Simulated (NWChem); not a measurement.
## A calculation on O$_{2}$Zr

```xyz
3

Zr     0.0000     0.0000     0.2967
O     -1.4393     0.0000    -0.7418
O      1.4393     0.0000    -0.7418
```
Charge 0, spin multiplicity 1.

Program: NWChem. All single points use one geometry, from B3LYP/def2-SVP with def2 effective core potentials on Zr, a minimum by its harmonic frequencies.

Symmetry labels belong to the abelian group C2v used in the runs, with the axes of the coordinates shown.

Effective core potentials replace the inner electrons of Zr; spin-orbit coupling is left out. The structure started from a generated list of species.

List the lowest 3 singlet excitations that TD-BHandHLYP/def2-SVPD with def2 effective core potentials on Zr gives, with oscillator strengths.


```json
[
 {"state": "1", "symmetry": "b1", "energy (eV)": "3.02", "wavelength (nm)": "411", "f": "0.005"},
 {"state": "2", "symmetry": "a1", "energy (eV)": "3.62", "wavelength (nm)": "343", "f": "0.004"},
 {"state": "3", "symmetry": "b2", "energy (eV)": "3.93", "wavelength (nm)": "316", "f": "0.012"}
]
```
